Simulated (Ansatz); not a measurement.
Ideal-gas functions of AgI, SMILES `[Ag][I]` at 800 K and 1 bar, from an Ansatz frequency run at PBE0-D4/def2-TZVP.

Molar mass 234.77 g/mol, point group C∞v (symmetry number 1), electronic degeneracy 1, moments of inertia 383.714 u Å². Harmonic wavenumbers (cm⁻¹, unscaled): 200.

Use S(trans) = R[1.5 ln M + 2.5 ln T − 1.1517]; rotational temperatures θ = 24.2544 K / I; S(rot) = R[ln(T/σθ) + 1]; for each mode x = 1.438777 ν̃/T, S = R[x/(eˣ − 1) − ln(1 − e⁻ˣ)] and H = RT x/(eˣ − 1); 1 cm⁻¹ = 0.0119627 kJ/mol; R = 8.31446 J/(mol·K).

Q: By hand: the entropy, in J/(mol·K).

A: Translation 197.4. Rotation: θ = 0.0632 K, giving 86.9. Vibration, mode by mode: 16.86, in all 16.9. Electronic 0.0. Sum 301.2 J/(mol·K).

Q: By hand: H − E and G − E in kJ/mol, counted from the electronic energy.

A: Zero-point energy ½ × 200 × 0.0119627 = 1.2; thermal vibration 5.5; translation, rotation and pV give 3.5 RT = 23.3. H − E = 30.0 kJ/mol, and G − E = 30.0 − 800 × 301.2/1000 = -211.0 kJ/mol.

Vibration gives 6 % of the entropy.
